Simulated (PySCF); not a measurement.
## Electron correlation in Br⁻ (bromine, charge -1)

[Kr], closed-shell 1S. Computed with PySCF 2.14 in def2-QZVPPD, with the non-relativistic Hamiltonian (point nucleus). Frozen: [Ar] 3d10; 8 electrons correlated.

MP2 pair energies summed by pair of shells (mhartree):

```
 pair   energy  share (%)
4p-4p  -131.78       69.2
4s-4p   -50.18       26.3
4s-4s    -8.59        4.5
```

Total MP2 correlation energy: -190.55 mhartree.

Same-spin part -44.38 and opposite-spin part -146.17 mhartree; SCS-MP2 scales them by 1/3 and 6/5 to -190.20 mhartree.
